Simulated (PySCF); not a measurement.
## Complete the spectrum of C4H7FO2Si

Species: C₄H₇FO₂Si.
Structure used (GFN2-xTB), in Å, numbered top down from 1:
```
atom  x, y, z in Å
C1    -1.341    2.861    0.579
C2    -0.773    1.904    0.129
Si3    0.012    0.391   -0.573
F4    -0.257    0.399   -2.171
O5     1.571    0.538   -0.238
C6     2.648   -0.344   -0.406
O7    -0.543   -1.018   -0.011
C8    -1.828   -1.572   -0.104
H9    -1.819    3.713    0.971
H10    3.511    0.094    0.097
H11    2.873   -0.473   -1.467
H12    2.424   -1.317    0.033
H13   -1.776   -2.590    0.281
H14   -2.171   -1.588   -1.140
H15   -2.534   -0.992    0.494
```

Method used: TDDFT wB97X-D/def2-SVPD, vertical, gas phase, core orbitals frozen in the response (PySCF).

Orbital energies (eV): HOMO-3 -11.13, HOMO-2 -10.66, HOMO-1 -10.44, HOMO -10.38, LUMO 1.74, LUMO+1 1.83, LUMO+2 2.18.

Lowest singlets, with some entries withheld (?).

```json
{"state": "S1", "ν̃ (cm⁻¹)": "50540", "f": "0.0000", "main configurations (H = HOMO, L = LUMO)": "H→L (38%), H-1→L+1 (30%), H-1→L (11%)"}
{"state": "S2", "ν̃ (cm⁻¹)": "52650", "f": "0.0001", "main configurations (H = HOMO, L = LUMO)": "H→L+1 (22%), H-1→L (20%), H→L (20%)"}
{"state": "S3", "ν̃ (cm⁻¹)": "52680", "f": "0.0001", "main configurations (H = HOMO, L = LUMO)": "H-1→L+1 (30%), H→L+1 (24%), H→L (14%)"}
{"state": "S4", "ν̃ (cm⁻¹)": "65480", "f": "0.0099", "main configurations (H = HOMO, L = LUMO)": "H-2→L (60%), H-3→L (12%), H-1→L (10%)"}
{"state": "S5", "ν̃ (cm⁻¹)": "?", "f": "?", "main configurations (H = HOMO, L = LUMO)": "?"}
{"state": "S6", "ν̃ (cm⁻¹)": "68410", "f": "0.063", "main configurations (H = HOMO, L = LUMO)": "H→L+2 (42%), H-1→L+2 (11%)"}
{"state": "S7", "ν̃ (cm⁻¹)": "68670", "f": "0.047", "main configurations (H = HOMO, L = LUMO)": "H-1→L+2 (30%), H-2→L (16%), H→L+2 (8%)"}
{"state": "S8", "ν̃ (cm⁻¹)": "?", "f": "?", "main configurations (H = HOMO, L = LUMO)": "?"}
```

Supply the missing values.

- S5: ν̃ = 67970 cm⁻¹; f = 0.024; H-2→L+1 (67%), H-2→L+2 (11%)
- S8: ν̃ = 69130 cm⁻¹; f = 0.063; H-2→L+2 (28%), H-1→L+2 (14%), H-3→L (13%)

What is the mean static polarisability from the same response equations?

74.5 au (11.05 Å³), with principal values 60.7, 73.1 and 89.9 au.

Where do the lowest triplets lie (Tamm–Dancoff)?

T1 5.20 eV, H→L+1 (34%), H-1→L (30%); T2 5.74 eV, H-1→L (25%), H→L+1 (25%), H→L (17%); T3 5.74 eV, H-1→L+1 (29%), H→L (22%), H→L+1 (14%). E(S1) − E(T1) = +1.07 eV.

How far apart are S1 and S5, in eV and cm⁻¹?

8.428 − 6.266 = 2.162 eV, or about 17430 cm⁻¹.

Time: 90 s wall; peak memory 0.96 GiB. Hardware: an Arm Neoverse N1 with one thread, no GPU, on a shared host.

One conformer stands for the species.
